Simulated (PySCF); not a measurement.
Pt(OH) (HOPt), SMILES [OH][Pt] (connectivity only; charge and spin as stated), neutral, multiplicity 2. Atoms are numbered in the order given.

```xyz
3

Pt    -0.0019    -0.1976     0.0000
O      0.1172     1.6734     0.0000
H     -0.7900     2.0224     0.0000
```
Charge 0, spin multiplicity 2.

Geometry optimised at B3LYP-D3(BJ)/def2-TZVPD. The multiplicity is an assumed one; other spin states were not compared. The def2 effective core potentials stand for the cores of Pt; spin–orbit coupling is left out.

Level of theory: PBE0/def2-TZVPD run with PySCF.

Mulliken values depend strongly on the basis, most of all with diffuse functions as here. ESP charges are fitted to the potential on shells at 1.4 to 2.0 van der Waals radii. Atomic charges (e):

| atom | ESP fit | Mulliken | Mulliken spin |
|---|---|---|---|
| Pt1 | ? | 0.23 | 0.78 |
| O2 | ? | -0.55 | 0.22 |
| H3 | ? | 0.32 | -0.01 |

Problem. Some entries are withheld; supply them. (Estimate from the structure and the level; the computed values follow.)

Solution. 
- Pt1, ESP fit: 0.20
- O2, ESP fit: -0.53
- H3, ESP fit: 0.33
